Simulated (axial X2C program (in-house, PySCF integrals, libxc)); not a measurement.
# Nuclear properties of AsN

Calculated with an axial X2C code built on PySCF integrals: two-component X2C with atomic mean-field Coulomb and Gaunt terms, Gaussian nuclei, basis As dyall-cv3z, N dyall-av3z with contracted cores.

R = 1.599 Å (near the PBE0 minimum at charge 0 of the determinant lowest at the starting distance; the state shown can have its own minimum elsewhere).

Determinant lowest in the PBE0 search, Ω = 0 (closed shell), highest spinor 56% N p, 26% As p, 9% N s:

```json
{"level": "PBE0", "qzz As (a.u.)": "-4.22", "qzz N (a.u.)": "-1.00", "μ (D)": "-3.13"}
{"level": "HF", "qzz As (a.u.)": "-4.68", "qzz N (a.u.)": "-1.26", "μ (D)": "-3.58"}
{"level": "PBE", "qzz As (a.u.)": "-4.01", "qzz N (a.u.)": "-0.93", "μ (D)": "-2.94"}
{"level": "LDA", "qzz As (a.u.)": "-4.02", "qzz N (a.u.)": "-0.94", "μ (D)": "-2.98"}
{"level": "BHandHLYP", "qzz As (a.u.)": "-4.33", "qzz N (a.u.)": "-1.13", "μ (D)": "-3.35"}
```

qzz is the electric field gradient, eQq0 = 234.96 MHz × Q/barn × qzz; μ is positive if the N end (last atom) is positive. The operators were transformed with the bare-nucleus X2C matrices; with these basis sets, hyperfine constants and field gradients can be off by tens of per cent, and where levels differ in sign neither size nor sign is settled.

(1) With Q(75As) = 0.311 barn, Q(14N) = 0.02044 barn (Q from Pyykkö, Mol. Phys. 2018), turn the PBE0 values of the first state into constants in MHz.

Each state is one determinant with collinear spin. The search compared states at one distance, so a state with another bond length can lie lower.

Results:

(1) eQq0(75As) = 234.96 × (0.311) × (-4.22) = -308 MHz; eQq0(14N) = 234.96 × (0.02044) × (-1.00) = -4.8 MHz.
